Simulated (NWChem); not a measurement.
System: CH4ClFSi; SMILES C[Si@@H](F)Cl

```xyz
8

C     -1.4395    -1.2627    -0.2779
Si     0.0670    -0.4002     0.3945
F      1.4076    -1.0414    -0.2903
Cl     0.0039     1.6107    -0.1097
H     -1.4889    -1.1506    -1.3794
H     -1.4112    -2.3441    -0.0337
H     -2.3614    -0.8280     0.1580
H      0.2271    -0.5074     1.8770
```
Atoms are numbered in this order, from 1.

Computed with NWChem. Structure relaxed at the PBE-D3(BJ)/def2-SVP level. Ions are spin-unrestricted doublets at the neutral geometry; other ion states weren't tried.

### Question
What does the run give for CAM-B3LYP/def2-SVP? Quantities: vertical ionisation energy, ΔSCF (eV); −ε(HOMO) (eV).

### Answer
```
Quantity                               Value
-------------------------------------  -----
vertical ionisation energy, ΔSCF (eV)  11.36
−ε(HOMO) (eV)                          10.19
```
